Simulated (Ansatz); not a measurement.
`[F][AlH][NH]C[SiH3]`, 12 atoms. Charge 0, multiplicity 1. All runs use 4 threads of an Intel Xeon 6975P-C on a shared host. Correlated methods freeze the cores.

(1) How many basis functions does each run have, and how long does it take in Ansatz? RHF-CCSD(T)/def2-TZVPP energy; direct RPA on PBE orbitals/def2-TZVPP energy; RKS PBE0-D4/def2-QZVPP energy; RKS LC-ωPBE/def2-TZVPP energy; RHF-CCSD(T)/def2-SVP energy; RKS PBE0-D4/def2-SVP energy; RKS ωB97X-V/def2-TZVPP energy; RKS ωB97M-V/def2-QZVPP energy; RKS ωB97M-V/def2-SVP energy; RKS PBE0-D4/def2-TZVP relaxation (12 steps); RKS r2SCAN0-D4/def2-TZVPP energy; RHF-MP2/def2-QZVPP energy. (Best estimate.)

Answers

(1) The calculation gave: Other jobs shared the machine, so times are rough.

```
                                level                    job  functions  wall time  peak host memory (GiB)
                 RKS PBE0-D4/def2-SVP                 energy        113      1.1 s                    0.51
               RKS LC-ωPBE/def2-TZVPP                 energy        275      3.1 s                    0.57
                 RKS ωB97M-V/def2-SVP                 energy        113      3.4 s                    0.51
            RKS r2SCAN0-D4/def2-TZVPP                 energy        275      4.9 s                    0.78
                 RHF-CCSD(T)/def2-SVP                 energy        113      5.5 s                    0.55
direct RPA on PBE orbitals/def2-TZVPP                 energy        275        6 s                    0.75
               RKS ωB97X-V/def2-TZVPP                 energy        275      7.5 s                    0.91
               RKS PBE0-D4/def2-QZVPP                 energy        521      8.5 s                     2.1
               RKS ωB97M-V/def2-QZVPP                 energy        521       18 s                     2.5
                   RHF-MP2/def2-QZVPP                 energy        521       21 s                     3.5
                RKS PBE0-D4/def2-TZVP  relaxation (12 steps)        209       35 s                     0.6
               RHF-CCSD(T)/def2-TZVPP                 energy        275       81 s                     7.8
```

LC-ωPBE has ω = 0.4 bohr⁻¹.
